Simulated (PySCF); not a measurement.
## How methods differ on the excitation energy of Te²⁺

Te²⁺ [Kr] 4d10 5s2 5p2 (3P) → Te²⁺ [Kr] 4d10 5s1 5p2 5d1 (high-spin determinant), as a difference of total energies. All numbers are calculated (PySCF 2.14, scalar relativity by spin-free X2C-1e, in x2c-TZVPPall with one added diffuse shell each of s, p, d, f type (9s7p5d3f, 76 functions)). Correlated levels: valence and next inner shell: [Ar] 3d10 frozen. The calculations carry no spin-orbit coupling.

| method | excitation energy (eV) |
| --- | --- |
| UHF | 19.267 |
| MP2 (valence and next inner shell) | 21.036 |
| SCS-MP2 (valence and next inner shell) | 21.207 |
| CCSD (valence and next inner shell) | 20.670 |
| CCSD(T) (valence and next inner shell) | 20.598 |

Task: How much does correlation contribute at CCSD(T) (valence and next inner shell)?

Result: 20.598 − (19.267) = 1.331 eV, measured against UHF.

The promoted electron is Rydberg-like, and one or two diffuse shells describe it only roughly, which tends to raise the upper state.

The coupled-cluster amplitudes are large for the upper state (T1 above 0.03 or a double amplitude above 0.15), so a single reference is strained.

The determinant of the upper state mixes LS terms, which raises its energy above the lowest term, most at the Hartree-Fock and MP2 levels.
